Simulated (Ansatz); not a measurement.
Predicting a hybrid from its neighbours: GaSiH7O

The species is GaSiH7O (10 atoms), meant as a singlet with charge 0. SMILES: `[SiH3][OH+][GaH3-]`. The coordinates come from a PBE0-D4/def2-TZVP relaxation.

The HOMO–LUMO gap y, in eV, basis 6-31G(d); a is the functional's share of exact exchange. Programs: Ansatz 0.2.0.

| functional | program | a | y (eV) |
| --- | --- | --- | --- |
| PBE | Ansatz | 0 | 4.91 |
| r2SCAN | Ansatz | 0 | 5.69 |
| B3LYP | Ansatz | 0.2 | 6.59 |
| PBE0 | Ansatz | 0.25 | 7.02 |
| r2SCAN0 | Ansatz | 0.25 | ? |
| BHLYP | Ansatz | 0.5 | 9.03 |

**Question.** Fit y = c + s·a to the known rows and predict r2SCAN0.

**Answer.** 
1. Means of the 5 rows: a = 0.1900, y = 6.648.
2. Σ(Δa)² = 0.172, Σ(Δa·Δy) = 1.2724, so the slope is 1.2724/0.172 = 7.3977.
3. Intercept: 6.648 − (7.3977) × 0.1900 = 5.242. The largest residual of the fit is 0.45.
4. r2SCAN0: 5.242 + (7.3977) × 0.25 = 7.09 eV.

The run gave 7.52 eV, so the prediction is off by -0.43 eV, within the largest residual. Exact exchange lowers occupied levels and raises empty ones. The rows mix families of semi-local functionals, which the line can't see.
